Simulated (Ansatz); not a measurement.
CuB₆⁻, relaxed as a singlet with RKS PBE-D4/def2-SVPD in Ansatz, starting from the GFN1-xTB geometry. Force threshold 0.02 eV/Å.

The restricted singlet is unstable towards broken spin symmetry in Hartree–Fock (as tested in another run); at PBE-D4/def2-SVPD this wasn't settled. Another isomer (singlet) lies 1.38 eV lower at PBE0-D4/def2-TZVPD; other spin states weren't run for this one.

Start:

```xyz
7

Cu   -1.777   -0.301    0.799
B     0.835   -0.786   -1.032
B     1.233    0.809    0.452
B    -1.053    0.869   -0.648
B     0.292   -0.083    1.291
B     0.491    0.810   -1.001
B    -0.021   -1.318    0.139
```

```json
{"step": "1", "energy (eV)": "-48670.3283", "largest force component (eV/Å)": "1.998", "SCF passes": "59"}
{"step": "2", "energy (eV)": "-48670.5054", "largest force component (eV/Å)": "0.756", "SCF passes": "25"}
{"step": "3", "energy (eV)": "-48670.5611", "largest force component (eV/Å)": "0.132", "SCF passes": "23"}
{"step": "4", "energy (eV)": "-48670.5636", "largest force component (eV/Å)": "0.204", "SCF passes": "24"}
{"step": "5", "energy (eV)": "-48670.5714", "largest force component (eV/Å)": "0.121", "SCF passes": "25"}
{"step": "6", "energy (eV)": "-48670.5770", "largest force component (eV/Å)": "0.111", "SCF passes": "25"}
{"step": "7", "energy (eV)": "-48670.5783", "largest force component (eV/Å)": "0.038", "SCF passes": "26"}
{"step": "8", "energy (eV)": "-48670.5785", "largest force component (eV/Å)": "0.033", "SCF passes": "26"}
{"step": "9", "energy (eV)": "-48670.5787", "largest force component (eV/Å)": "0.022", "SCF passes": "26"}
{"step": "10", "energy (eV)": "-48670.5792", "largest force component (eV/Å)": "0.039", "SCF passes": "25"}
{"step": "11", "energy (eV)": "-48670.5829", "largest force component (eV/Å)": "0.078", "SCF passes": "25"}
{"step": "12", "energy (eV)": "-48670.5929", "largest force component (eV/Å)": "0.169", "SCF passes": "32"}
{"step": "13", "energy (eV)": "-48670.6244", "largest force component (eV/Å)": "0.265", "SCF passes": "31"}
{"step": "14", "energy (eV)": "-48670.8008", "largest force component (eV/Å)": "0.760", "SCF passes": "39"}
{"step": "15", "energy (eV)": "-48671.0784", "largest force component (eV/Å)": "0.823", "SCF passes": "40"}
{"step": "16", "energy (eV)": "-48671.1572", "largest force component (eV/Å)": "0.560", "SCF passes": "40"}
{"step": "17", "energy (eV)": "-48671.1847", "largest force component (eV/Å)": "0.270", "SCF passes": "28"}
{"step": "18", "energy (eV)": "-48671.1882", "largest force component (eV/Å)": "0.090", "SCF passes": "28"}
{"step": "19", "energy (eV)": "-48671.1897", "largest force component (eV/Å)": "0.036", "SCF passes": "27"}
{"step": "20", "energy (eV)": "-48671.1900", "largest force component (eV/Å)": "0.016", "SCF passes": "28"}
```

Force components are those of the run's own axes.

End:

```xyz
7

Cu   -1.806   -0.629    0.332
B     0.307   -0.621   -0.819
B     1.188    1.046    0.256
B    -0.527    0.875   -0.114
B     0.334   -0.041    1.114
B     0.612    0.912   -1.269
B    -0.108   -1.543    0.501
```

Bonds formed: Cu1–B2, B2–B4, B3–B4, B4–B5 (atoms count from 1).

No frequencies were taken in this run, so the end may be a saddle point.

Run time 40 s (4 threads of Intel Xeon Platinum 8259CL on a shared host).
